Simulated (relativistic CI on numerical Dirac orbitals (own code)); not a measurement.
## d6 in a ligand field

Computed with a parametric ligand-field model of a d^n configuration (Racah B and C, spin-orbit zeta, crystal field), exact diagonalisation.

Field parameters in Wybourne normalisation: D3d B²₀ = −7Dσ, B⁴₀ = −14Dq − 21Dτ, B⁴₃ = −14√(10/7) Dq; D4h B²₀ = −7Ds, B⁴₀ = 21(Dq − Dt), B⁴₄ = 21√(5/14) Dq; Oh B⁴₀ = 21Dq, B⁴₄ = √(5/14) B⁴₀; Td as Oh with Dq negative (B⁴₀ = 21Dq, B⁴₄ = √(5/14) B⁴₀). The field is a parameter set, without covalency.

Q: Ground term and bands for B = 440, C = 1620, ζ = 0 cm⁻¹, D3d, 10Dq = 23400, Dσ = 1200, Dτ = -320 cm⁻¹?

A: Ground term 1A1 with 0.04 electrons in the two orbitals of the cubic e set. Spin-allowed: 1A2 21012 cm⁻¹ (476 nm), 1E 21367 cm⁻¹ (468 nm), 1E 27104 cm⁻¹ (369 nm), 1A1 28189 cm⁻¹ (355 nm). Lowest spin-forbidden: 3A2 17560 cm⁻¹ (569 nm), 3E 17880 cm⁻¹ (559 nm), 3E 20700 cm⁻¹ (483 nm).

Q: A d6 ion in Oh symmetry has the ground term 1A1 and bands at 3T1 28892 cm⁻¹ (346 nm), 3T2 34692 cm⁻¹ (288 nm), 1T1 35856 cm⁻¹ (279 nm), 5T2 47474 cm⁻¹ (211 nm), 1T2 47520 cm⁻¹ (210 nm), 1T2 73197 cm⁻¹ (137 nm), 1E 73530 cm⁻¹ (136 nm). Which parameters reproduce them?

A: B = 830, C = 3270, ζ = 0 cm⁻¹, Oh, 10Dq = 38200 cm⁻¹.

Q: Ground term and bands for B = 1040, C = 4210, ζ = 0 cm⁻¹, D4h, 10Dq = 27250, Ds = 3000, Dt = 60 cm⁻¹?

A: Ground term 1A1 with 0.05 electrons in the two orbitals of the cubic e set. Spin-allowed: 1E 22950 cm⁻¹ (436 nm), 1A2 24705 cm⁻¹ (405 nm), 1B2 26909 cm⁻¹ (372 nm), 1E 42043 cm⁻¹ (238 nm). Lowest spin-forbidden: 3B2 10724 cm⁻¹ (933 nm), 3E 13033 cm⁻¹ (767 nm), 5E 14619 cm⁻¹ (684 nm).

Q: Ground term and bands for B = 620, C = 2680, ζ = 0 cm⁻¹, Oh, 10Dq = 4100 cm⁻¹?

A: Ground term 5T2 with 2.00 electrons in the two orbitals of the cubic e set. Spin-allowed: 5E 4100 cm⁻¹ (2439 nm). Lowest spin-forbidden: 3T1 10573 cm⁻¹ (946 nm), 3T2 12304 cm⁻¹ (813 nm), 1A1 13548 cm⁻¹ (738 nm).

Q: Ground term and bands for B = 330, C = 1440, ζ = 0 cm⁻¹, Td, 10Dq = -5400 cm⁻¹?

A: Ground term 5E with 3.00 electrons in the two orbitals of the cubic e set. Spin-allowed: 5T2 5400 cm⁻¹ (1852 nm). Lowest spin-forbidden: 3T1 3047 cm⁻¹ (3282 nm), 1T2 6937 cm⁻¹ (1442 nm), 1E 7343 cm⁻¹ (1362 nm).
